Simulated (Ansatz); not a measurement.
`[OH][Ga]1[O]C[SiH2]1`. The species carries charge 0 and has multiplicity 1.

Z-matrix (Å, degrees):
```
C
Si 1 1.924
O 1 1.428 2 105.0
H 1 1.097 2 111.7 3 -119.8
H 1 1.097 2 111.7 3 119.8
Ga 2 2.373 1 73.2 3 -0.0
H 2 1.489 1 116.4 3 114.9
H 2 1.489 1 116.5 3 -115.0
O 6 1.774 2 160.0 1 -180.0
H 9 0.961 6 113.3 2 -180.0
```

(1) What are the harmonic wavenumbers in cm⁻¹ at PBE0-D4/def2-TZVP (Ansatz, finite differences of forces, unscaled)? (An estimate is asked.)

(2) Is this a minimum?

(3) Give the ideal-gas thermochemistry at 298.15 K and 1 bar (rigid rotor, harmonic oscillator; point group Cs, symmetry number 1).

Answers

(1) The calculation gave: 99, 125, 141, 313, 321, 387, 406, 537, 598, 660, 717, 731, 824, 842, 934, 1013, 1206, 1252, 1471, 2204, 2219, 3015, 3058, 3882.

(2) Yes, all 24 modes are real.

(3) Zero-point energy 161.2 kJ/mol; H(298) − E = 182.9 kJ/mol; entropy 354.3 J/(mol·K), of which translation 171.1, rotation 114.3, vibration 69.0; G(298) − E = 77.2 kJ/mol. Modes under 100 cm⁻¹ are hindered rotations or soft bends, so the harmonic entropy is rough.
